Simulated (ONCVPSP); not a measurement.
**Logarithmic derivatives: Al, ONCV**

aluminium, optimised norm-conserving Vanderbilt (ONCV), made with ONCVPSP 4.0.1 (PBE, scalar-relativistic). Core [Ne], reference 3s2 3p1. Waves: 3s: rc 2.25 bohr, ncon 4, nbas 8, qcut 2.5 1/bohr, local; 3p: rc 2.25 bohr, ncon 4, nbas 9, qcut 2.9 1/bohr, 3 projectors, debl 3.8 Ha; d scattering state at 0.21 Ha: rc 2.45 bohr, ncon 4, nbas 7, qcut 4.6 1/bohr, 2 projectors, debl 3.8 Ha. Local part: the s channel. Core correction: polynomial model core, fcfact 0.65.

The phase is arctan(r·R′/R) of the radial function R(r), unwrapped; energies in Ha, scanned from -2 to 5 Ha. A pole is an energy at which the radial function vanishes at the test radius. The pseudo phase is shifted by a multiple of π to meet the all-electron one at the reference energy, and phase errors are pseudo minus all-electron; the curves can meet again beyond the range given. Levels narrower than the energy grid can be missing from the lists of poles.

Question: For each channel, where are the poles, and over which energies does the pseudopotential scatter like the atom?

Answer:

| channel | radius (bohr) | reference energy (Ha) | poles, all-electron | poles, pseudo | unbroken range about the reference energy with phases within 0.05 rad | phase error 1 Ha above the reference energy (rad) |
| --- | --- | --- | --- | --- | --- | --- |
| s | 2.28 | -0.28 | 0.81 | 0.66, 3.50 | below 0.8 | -0.045 |
| p | 2.28 | -0.10 | 1.24 | 1.23 | the whole range | -0.001 |
| d | 2.49 | 0.21 | 1.27, 4.31 | 1.25, 4.31 | below 2.1 | -0.007 |

Phases in the p channel:

```
E (Ha)  all-electron  pseudo
 -1.98         1.262   1.256
 -1.80         1.237   1.232
 -1.62         1.207   1.202
 -1.44         1.169   1.165
 -1.26         1.120   1.116
 -1.08         1.054   1.050
 -0.90         0.959   0.956
 -0.72         0.814   0.811
 -0.54         0.577   0.575
 -0.36         0.186   0.185
 -0.18        -0.336  -0.336
  0.00        -0.782  -0.782
  0.18        -1.062  -1.062
  0.36        -1.232  -1.233
  0.54        -1.344  -1.345
  0.72        -1.423  -1.424
  0.90        -1.483  -1.484
  1.08        -1.532  -1.534
  1.26        -1.575  -1.577
  1.44        -1.615  -1.617
  1.62        -1.655  -1.657
  1.80        -1.698  -1.700
  1.98        -1.747  -1.750
  2.16        -1.809  -1.812
  2.34        -1.894  -1.897
  2.52        -2.026  -2.030
  2.70        -2.261  -2.267
  2.88        -2.732  -2.740
  3.06        -3.451  -3.456
  3.24        -3.964  -3.966
  3.42        -4.219  -4.220
  3.60        -4.357  -4.357
  3.78        -4.441  -4.441
  3.96        -4.499  -4.499
  4.14        -4.541  -4.541
  4.32        -4.574  -4.574
  4.50        -4.600  -4.600
  4.68        -4.622  -4.622
  4.86        -4.641  -4.641
```
